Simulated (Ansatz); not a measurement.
CH6InNO, SMILES `C[NH][InH][OH]` at its PBE0-D4/def2-TZVP geometry, where that method's forces vanish. Total charge 0; spin multiplicity 1. In takes the def2 core potential.

```tsv
atom	x (Å)	y (Å)	z (Å)
C1	-1.0502	0.9572	0.2608
N2	-0.5234	-0.3109	0.7025
In3	1.0622	-1.2977	-0.0269
O4	1.9384	-0.3134	-1.5175
H5	-1.0607	1.7102	1.0597
H6	-0.4338	1.3650	-0.5448
H7	-2.0720	0.8782	-0.1336
H8	-1.0551	-0.7176	1.4548
H9	1.6871	-2.7873	0.4781
H10	1.5075	0.5163	-1.7331
```

(1) For each bond, give half the difference of the two atoms' forces along it (eV/Å; positive pushes the atoms apart) under PBE-D4, r2SCAN-D4, B3LYP-D4, ωB97M-V in def2-TZVPP. (Estimate.)

Results:

(1) Computed: 
```json
{"bond": "C1–N2", "length (Å)": "1.442", "PBE-D4": "0.01", "r2SCAN-D4": "0.16", "B3LYP-D4": "0.20", "ωB97M-V": "0.34"}
{"bond": "C1–H5", "length (Å)": "1.098", "PBE-D4": "0.11", "r2SCAN-D4": "-0.04", "B3LYP-D4": "-0.08", "ωB97M-V": "-0.13"}
{"bond": "C1–H6", "length (Å)": "1.093", "PBE-D4": "0.10", "r2SCAN-D4": "-0.04", "B3LYP-D4": "-0.09", "ωB97M-V": "-0.09"}
{"bond": "C1–H7", "length (Å)": "1.098", "PBE-D4": "0.10", "r2SCAN-D4": "-0.04", "B3LYP-D4": "-0.08", "ωB97M-V": "-0.13"}
{"bond": "N2–In3", "length (Å)": "2.005", "PBE-D4": "0.07", "r2SCAN-D4": "0.03", "B3LYP-D4": "0.13", "ωB97M-V": "-0.06"}
{"bond": "N2–H8", "length (Å)": "1.007", "PBE-D4": "0.20", "r2SCAN-D4": "0.00", "B3LYP-D4": "-0.10", "ωB97M-V": "-0.10"}
{"bond": "In3–O4", "length (Å)": "1.990", "PBE-D4": "0.28", "r2SCAN-D4": "0.10", "B3LYP-D4": "0.23", "ωB97M-V": "0.03"}
{"bond": "In3–H9", "length (Å)": "1.693", "PBE-D4": "-0.12", "r2SCAN-D4": "-0.12", "B3LYP-D4": "-0.13", "ωB97M-V": "-0.09"}
{"bond": "O4–H10", "length (Å)": "0.959", "PBE-D4": "0.41", "r2SCAN-D4": "0.03", "B3LYP-D4": "-0.03", "ωB97M-V": "-0.06"}
```

B3LYP here is the variant with VWN-RPA as its local correlation; programs differ in this.
